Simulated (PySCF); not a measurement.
# Computed structure and properties of [Ce(H2O)]3+

System: [Ce(H2O)]3+ (singlet in the valence; each metal's 4f electrons, 1 of them, lie in its core potential, out of spins and levels); start: template (C2v). Method: PySCF 2.14.0, RKS PBE0, Ce lcecp-1-SVP with ECP47, O def2-SVP, H def2-SVP; non-relativistic Hamiltonian with scalar-relativistic core potentials where named; density fitting; no spin-orbit coupling.

Input of the relaxation:

```python
mol = gto.M(atom='''
Ce     0.00000     0.00000    -0.29808
O      0.00000     0.00000     2.24942
H      0.77000    -0.00000     2.83942
H     -0.77000     0.00000     2.83942''',
    basis={'Ce': 'lcecp-1-SVP', 'O': 'def2-SVP', 'H': 'def2-SVP'},
    ecp={'Ce': 'lcecp-1-SVP'},
    charge=3, spin=0)
mf = dft.RKS(mol, xc='PBE0')
mf.grids.atom_grid = (50, 194)  # f atoms: unpruned, at least (60, 302)
mf = mf.density_fit()  # fitting sets: Ce AutoAux, O def2-universal-JKFIT, H def2-universal-JKFIT
mf.conv_tol = 1e-08; mf.max_cycle = 55
mf.kernel(dm0)  # dm0: converged density of the start geometry
# quasi-Newton relaxation in Cartesian coordinates to a largest gradient under 0.00045 Eh/bohr, steps kept in the point group
```

Run from Python with OMP_NUM_THREADS=2; the lines above give its settings. Where DIIS fails, smearing, a level shift and second-order steps follow.
It took 5.8 s on 2 threads of Arm Neoverse V2 (shared host), from the converged density of the start.

Course of the relaxation:

```
step  energy above end (eV)  largest force component within the symmetry (eV/Å)
   0                 0.2514                                               2.793
   1                 0.1195                                               1.301
   2                 0.0123                                               0.982
   3                 0.0025                                               0.302
   4                 0.0000                                               0.014
   5                 0.0000                                               0.002
```

Relaxed geometry (C2v):

```xyz
4

Ce    0.0000    0.0000   -0.1354
O     0.0000    0.0000    2.1706
H     0.7767    0.0000    2.7975
H    -0.7767    0.0000    2.7975
```

| contact | Å |
| --- | --- |
| Ce1–O2 (H2O) | 2.306 |

On the finer grid (75, 302):

| Property | Result |
| --- | --- |
| HOMO | -27.31 eV |
| LUMO | -20.01 eV |
| Dipole about the centre of mass | 2.46 D |
| Set of Mulliken populations of Ce1 outside the core potential | s 2.03, p 6.04, d 0.30, f 0.02 |
| D3(BJ) dispersion energy (not in the energies) | -0.039 eV |

```csv
atom,Mulliken (e),Löwdin (e),spin (e)
Ce1,2.61,2.51,0.00
O2,-0.33,0.02,0.00
H3,0.36,0.23,0.00
H4,0.36,0.23,0.00
```

The 4f levels lie in the core potential and are missing. Their spin isn't counted.

On the grid (50, 194), as all that follows. Harmonic modes: a minimum; lowest 436 cm⁻¹ (negative: unstable), highest 3466 cm⁻¹, zero-point energy 0.645 eV.

Taking off one H2O (charge 0, singlet; the rest: singlet) in vacuum, both parts rigid, costs 4.57 eV; the small basis without counterpoise inflates it. Parting with an electron moved from the ligand to the metal can be far cheaper, even downhill.

Rigid scan of H2O along the line from its metal:

(distance to O2 (Å), energy (eV)): (2.01, 0.779), (2.11, 0.298), (2.21, 0.065), (2.31, 0.000), (2.41, 0.049), (2.51, 0.172), (2.71, 0.534)

One start shape was tried, so this needn't be the lowest isomer.

An lcecp potential fixes the number of 4f electrons, so in runs with it no electron can move into or out of that shell.
